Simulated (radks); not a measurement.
Question: Radial electron density D(r) = 4 pi r^2 rho(r) of an atom or ion with 51 electrons. Method: scalar-relativistic Kohn-Sham, r2SCAN, spin-polarised, spherical densities, finite nucleus; meta-GGA in the generalised Kohn-Sham scheme; Fermi nuclear charge, rms radius of each element as measured or else 0.836 A^(1/3) + 0.57 fm; computed with a radial shooting solver on a logarithmic mesh with Libxc functionals.

```
   r/bohr * D(r) (the largest magnitude, 86.9, reaches the edge; | marks zero)
 0.004695 |             *
 0.006262 |                   *
 0.008352 |                          *
  0.01114 |                                  *
  0.01486 |                                        *
  0.01982 |                                          *
  0.02643 |                                       *
  0.03525 |                                    *
  0.04702 |                                      *
  0.06271 |                                               *
  0.08364 |                                                      *
   0.1116 |                                                 *
   0.1488 |                                      *
   0.1984 |                                         *
   0.2647 |                                             *
    0.353 |                              *
   0.4708 |               *
    0.628 |               *
   0.8376 |               *
    1.117 |        *
     1.49 |   *
    1.987 | *
    2.651 |*
    3.535 *
    4.715 *
    6.289 *
    8.388 *
```

What is the nuclear charge?

Answer: Z = 52. The innermost maximum, from 1s, lies near gamma/Z bohr with gamma = sqrt(1 - (Z/c)^2) = 0.925, here 0.0178 bohr (found: 0.0195), and its height grows with Z. The density is that of the tellurium ion Te+ in [Kr] 4d10 5s1 5p4; the configuration itself is not fixed sharply by these data, and Z only to a few units. D(r) has 4 maxima, at r = 0.0195, 0.0864, 0.250, 0.725 bohr, and minima at 0.0379, 0.164, 0.527 bohr, inside which lie 1.98, 11.18, 28.91 electrons.
